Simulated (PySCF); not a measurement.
C₁₀H₁₀Si.
SMILES with atom numbers: `[SiH3:1][c:2]1[cH:3][cH:4][c:5]2[cH:6][cH:7][cH:8][c:9]-2[cH:10][cH:11]1` (hydrogens: H12, H13, H14 on Si1; H15 on C3; H16 on C4; H17 on C6; H18 on C7; H19 on C8; H20 on C10; H21 on C11)

Geometry (PBE0-D3(BJ)/def2-SVP, Å), atoms numbered from 1 in this order:
```
atom  x, y, z in Å
Si1    3.670    0.193   -0.446
C2     1.790    0.131   -0.252
C3     1.283   -1.046    0.324
C4    -0.035   -1.413    0.594
C5    -1.211   -0.705    0.363
C6    -2.510   -1.139    0.662
C7    -3.413   -0.133    0.275
C8    -2.714    0.951   -0.273
C9    -1.341    0.652   -0.244
C10   -0.316    1.471   -0.697
C11    1.064    1.244   -0.701
H12    4.333   -0.054    0.872
H13    4.130   -0.869   -1.394
H14    4.081    1.530   -0.968
H15    2.026   -1.800    0.611
H16   -0.169   -2.399    1.053
H17   -2.764   -2.096    1.118
H18   -4.497   -0.189    0.385
H19   -3.148    1.873   -0.659
H20   -0.636    2.434   -1.110
H21    1.656    2.065   -1.119
```

Method: PBE0-D3(BJ)/def2-SVP geometry optimisation, gas phase in PySCF 2.14.0.

Masses are those of the commonest isotopes; rigid-rotor values at the optimised geometry. 

Q: Give the principal moments of inertia and the rotational constants in cm⁻¹.

A: Ia = 182.43, Ib = 901.46, Ic = 1078.00 u·Å²; 505379 MHz·u·Å²/I gives 2770, 560.6 and 468.8 MHz, that is A = 0.09241, B = 0.01870, C = 0.01564 cm⁻¹.

Q: Classify the top.

A: A near-prolate asymmetric top. Ray's parameter κ = (2B − A − C)/(A − C) = -0.920; −1 is the prolate and +1 the oblate limit.

Q: What does the inertial defect say?

A: Not planar: Δ = Ic − Ia − Ib = -5.89 u·Å². For a rigid frame Δ = −2 Σ m c², so Σ m c² = 2.94 u·Å² lies off the ab plane, practically all of it from hydrogen. The atom farthest from that plane is 1.27 Å away.

Q: Give the other two planar moments, Paa and Pbb, and the rms extents of the mass along the axes.

A: Paa = Σ m a² = (Ib + Ic − Ia)/2 = 898.52 and Pbb = Σ m b² = (Ia + Ic − Ib)/2 = 179.48 u·Å². With the mass M = 158.06 u, the rms extents √(P/M) along a, b and c are 2.38, 1.07, 0.14 Å.

Q: Where do the levels up to J = 3 lie, in MHz?

A: Above 0(0,0):
J = 1: 1(0,1) 1029, 1(1,1) 3239, 1(1,0) 3331
J = 2: 2(0,2) 3085, 2(1,2) 5206, 2(1,1) 5482, 2(2,1) 12111, 2(2,0) 12113
J = 3: 3(0,3) 6163, 3(1,3) 8155, 3(1,2) 8706, 3(2,2) 15199, 3(2,1) 15213, 3(3,1) 26478, 3(3,0) 26478
The levels of one J sum to (2J + 1)J(J + 1)(A + B + C)/3.

Q: Which lines would a microwave search look for?

A: The dipole components are |μa| = 0.19 D, |μb| = 0.02 D, |μc| = 0.00 D. Intensities carry the squares of the components, which stand as 1.00 : 0.01 : 0.00 (a : b : c). Some lines, for components of 0.1 D or more:

```csv
type,branch,"J(Ka,Kc)",MHz,lower level (cm⁻¹)
a,Q,"3(1,2) ← 3(1,3)",551,0.272
a,R,"1(0,1) ← 0(0,0)",1029,0.000
a,R,"2(1,2) ← 1(1,1)",1967,0.108
a,R,"2(0,2) ← 1(0,1)",2056,0.034
a,R,"2(1,1) ← 1(1,0)",2151,0.111
a,R,"3(1,3) ← 2(1,2)",2949,0.174
a,R,"3(0,3) ← 2(0,2)",3077,0.103
a,R,"3(2,2) ← 2(2,1)",3088,0.404
a,R,"3(2,1) ← 2(2,0)",3099,0.404
a,R,"3(1,2) ← 2(1,1)",3224,0.183
```

PBE0-D3(BJ)/def2-SVP frequencies: not computed here. Constants of a rigid frame at the computed geometry: no zero-point averaging, no centrifugal distortion. A rigid rotor knows nothing of internal rotation, which can split or shift real lines.

Hardware: one thread, Arm Neoverse V2 (aarch64), no GPU, shared host. Cost: 2.6 min of wall time, 0.98 GiB resident at most. These figures are those of the optimisation.
